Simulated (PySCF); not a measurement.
## How methods differ on the excitation energy of Mo²⁺

Mo²⁺ [Kr] 4d4 (5D) → Mo²⁺ [Kr] 4d3 5s1 (5F), as a difference of total energies. Computed with PySCF 2.14 in ANO-RCC-VTZP, with the spin-free X2C one-electron Hamiltonian (Gaussian nucleus). Correlated levels: valence and next inner shell: [Ar] 3d10 frozen. The calculations carry no spin-orbit coupling.

| method | excitation energy (eV) |
| --- | --- |
| UHF | 4.143 |
| MP2 (valence and next inner shell) | 4.361 |
| SCS-MP2 (valence and next inner shell) | 4.285 |
| CCSD (valence and next inner shell) | 4.296 |
| CCSD(T) (valence and next inner shell) | 4.290 |

Task: How much does correlation contribute at CCSD(T) (valence and next inner shell)?

Result: 4.290 − (4.143) = 0.147 eV, measured against UHF.

A first-order spin-orbit estimate (lowest level to lowest level, LS coupling) adds -0.061 eV.

The basis was made for the ground configuration and has no added diffuse functions, so the excitation energy can come out too high.
